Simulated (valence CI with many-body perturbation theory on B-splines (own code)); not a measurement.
E1 line list for Ga XXVI

Computed by configuration interaction combined with many-body perturbation theory (CI+MBPT): four valence electrons over a frozen Dirac-Fock core [He], a basis of 11 s, 11 p, 10 d, 8 f, 5 g, 2 h functions for each j, with the one-electron correlation potential Σ1 (screened to all orders), the two-electron term Σ2, the three-electron term Σ3, Breit, model QED; selected single and double excitations, second order for the rest, scaled by the run's own slope (own B-spline code, finite nucleus).

No measured spectrum was set against this ion. As an estimate, levels of excited configurations hold to 0.05 to 0.15 % of their energy, terms of the ground configuration to about 0.5 %. Among the levels kept, up to 1000 cm⁻¹ of a level comes from second order outside the variational space, and about a tenth of that is noise between levels of different J, which matters for small intervals.

Lines 51 to 100 of 540 in falling wavelength, among levels below 1742.9 eV, chosen from the strongest by gf and those to the six lowest levels. Wavelengths and rates use the calculated energies, so an error of 800 cm⁻¹ moves a line at 354.3 Å by 0.28 % and its rate by three times that or more. Electric multipoles are in the length gauge with retardation, E1 and E2 with the static RPA response of the core. Weak lines are less certain than strong ones. Lines between different terms over intervals too small for the method are left out, as are lines whose strength nearly cancels. Where a level lies close to another of its J and parity, the split of strength between their lines is uncertain. The highest levels of a list are the least certain.

Names give the largest LS component (configuration and term), which can be under half, so a name can repeat, a term be missing and a line seem to break the LS rules; names also repeat where a configuration has a term twice. Letters in brackets count levels of one name in rising energy.

| λ vac (Å) | Upper | Lower | A (s⁻¹) | S (a.u.) |
| --- | --- | --- | --- | --- |
| 354.3 | 2p³3p ⁵P_3 | 2p³3s ⁵S°_2 | 2.82e+09 | 4.33e-01 |
| 354.2 | 2s2p²3p ³D°_3 [c] | 2s2p²3s ³P_2 [b] | 2.44e+09 | 3.75e-01 |
| 354.2 | 2s2p²3d ¹D_2 [a] | 2s2p²3p ³P°_2 [b] | 1.01e+09 | 1.11e-01 |
| 354.1 | 2s2p²3d ⁵D_2 | 2s2p²3p ⁵D°_2 [b] | 1.02e+09 | 1.12e-01 |
| 353.0 | 2p³3d ³D°_3 | 2p³3p ³P_2 [a] | 1.95e+09 | 2.97e-01 |
| 352.5 | 2s²2p3p ³P_2 | 2s²2p3s ³P°_2 | 2.10e+09 | 2.27e-01 |
| 351.3 | 2s²2p3d ³P°_2 [a] | 2s²2p3p ³P_1 [a] | 2.09e+09 | 2.24e-01 |
| 350.6 | 2p³3p ¹F_3 | 2p³3s ³D°_2 | 1.66e+09 | 2.47e-01 |
| 349.6 | 2s2p²3d ¹D_2 [b] | 2s2p²3p ³P°_1 [f] | 1.04e+09 | 1.10e-01 |
| 346.0 | 2s2p²3d ⁵D_4 | 2s2p²3p ⁵P°_3 | 1.72e+09 | 3.17e-01 |
| 345.0 | 2s2p²3d ⁵F_3 [b] | 2s2p²3p ⁵D°_2 [b] | 1.65e+09 | 2.33e-01 |
| 344.5 | 2s2p²3p ³F°_3 | 2s2p²3s ³D_2 | 3.01e+09 | 4.26e-01 |
| 342.6 | 2s2p²3d ³F_4 [a] | 2s2p²3p ³D°_3 [a] | 2.47e+09 | 4.41e-01 |
| 342.1 | 2p³3d ⁵D°_2 | 2p³3p ⁵P_2 | 1.31e+09 | 1.30e-01 |
| 341.3 | 2p³3d ⁵D°_3 | 2p³3p ⁵P_2 | 1.89e+09 | 2.59e-01 |
| 341.2 | 2s²2p3d ³D°_3 | 2s²2p3p ³D_3 | 7.76e+08 | 1.06e-01 |
| 340.5 | 2s2p²3d ³F_2 [a] | 2s2p²3p ⁵P°_1 [b] | 1.79e+09 | 1.75e-01 |
| 338.5 | 2s²2p3d ¹F°_3 | 2s²2p3p ¹D_2 | 2.35e+09 | 3.14e-01 |
| 336.2 | 2s²2p3p ³D_3 | 2s²2p3s ³P°_2 | 3.10e+09 | 4.08e-01 |
| 336.0 | 2p³3d ³G°_3 | 2p³3p ³F_2 | 2.34e+09 | 3.07e-01 |
| 330.3 | 2s2p²3p ³P°_2 [c] | 2s2p²3s ³S_1 | 1.73e+09 | 1.54e-01 |
| 330.1 | 2s2p²3p ⁵D°_4 | 2s2p²3s ⁵P_3 | 3.88e+09 | 6.20e-01 |
| 329.8 | 2s2p²3p ⁵D°_3 | 2s2p²3s ⁵P_2 | 3.57e+09 | 4.42e-01 |
| 329.2 | 2s2p²3d ³F_2 [b] | 2s2p²3p ³D°_1 | 1.39e+09 | 1.23e-01 |
| 328.6 | 2s²2p3d ¹D°_2 | 2s²2p3p ³P_1 [b] | 1.44e+09 | 1.26e-01 |
| 328.0 | 2s2p²3d ³D_2 [d] | 2s2p²3p ³P°_1 [e] | 1.53e+09 | 1.33e-01 |
| 327.5 | 2s2p²3d ⁵F_2 | 2s2p²3p ⁵D°_1 [a] | 2.20e+09 | 1.91e-01 |
| 325.9 | 2s²2p3d ³D°_3 | 2s²2p3p ³P_2 | 1.84e+09 | 2.20e-01 |
| 325.3 | 2s2p²3d ³F_3 [a] | 2s2p²3p ⁵P°_3 | 1.13e+09 | 1.34e-01 |
| 324.7 | 2s2p²3d ³F_3 [b] | 2s2p²3p ³D°_2 [a] | 1.33e+09 | 1.57e-01 |
| 324.6 | 2s2p²3p ¹P°_1 [a] | 2s2p²3s ³P_0 [b] | 1.97e+09 | 9.95e-02 |
| 323.6 | 2s2p²3p ³F°_4 | 2s2p²3s ³D_3 | 3.92e+09 | 5.90e-01 |
| 323.0 | 2p³3d ³F°_2 | 2p³3p ³D_1 [a] | 1.40e+09 | 1.16e-01 |
| 323.0 | 2s2p²3d ³D_1 [a] | 2s2p²3p ³P°_1 [a] | 2.08e+09 | 1.04e-01 |
| 321.3 | 2s2p²3d ³G_3 | 2s2p²3p ³F°_2 | 2.81e+09 | 3.22e-01 |
| 320.4 | 2s2p²3p ⁵D°_2 [a] | 2s2p²3s ⁵P_1 | 3.04e+09 | 2.47e-01 |
| 319.8 | 2s2p²3d ³D_2 [a] | 2s2p²3p ³P°_2 [a] | 1.52e+09 | 1.23e-01 |
| 318.2 | 2s²2p3d ³P°_2 [b] | 2s²2p3p ³S_1 | 1.56e+09 | 1.24e-01 |
| 315.0 | 2s2p²3d ³P_2 [a] | 2s2p²3p ⁵D°_1 [b] | 2.24e+09 | 1.73e-01 |
| 314.7 | 2s2p²3p ³D°_3 [b] | 2s2p²3s ³D_3 | 3.53e+09 | 3.80e-01 |
| 314.2 | 2s2p²3p ³D°_2 [c] | 2s2p²3s ³P_1 [b] | 3.48e+09 | 2.66e-01 |
| 313.4 | 2s2p²3d ³D_3 [a] | 2s2p²3p ³P°_2 [a] | 2.30e+09 | 2.45e-01 |
| 311.9 | 2s2p²3d ¹G_4 | 2s2p²3p ¹F°_3 | 3.44e+09 | 4.63e-01 |
| 310.1 | 2s²2p3d ³F°_2 | 2s²2p3p ³D_1 | 2.82e+09 | 2.08e-01 |
| 309.6 | 2p³3d ³D°_1 [b] | 2p³3p ³D_1 [a] | 2.33e+09 | 1.02e-01 |
| 308.9 | 2s²2p3p ³D_2 | 2s²2p3s ³P°_1 | 4.12e+09 | 3.00e-01 |
| 306.6 | 2s2p²3p ¹D°_2 [a] | 2s2p²3s ³D_1 | 2.25e+09 | 1.60e-01 |
| 306.2 | 2s²2p3p ³P_1 [a] | 2s²2p3s ³P°_0 | 2.82e+09 | 1.20e-01 |
| 305.9 | 2p³3p ³P_2 [b] | 2p³3s ³D°_3 | 3.57e+09 | 2.52e-01 |
| 305.7 | 2s2p²3p ⁵S°_2 | 2s2p²3s ⁵P_3 | 3.84e+09 | 2.70e-01 |
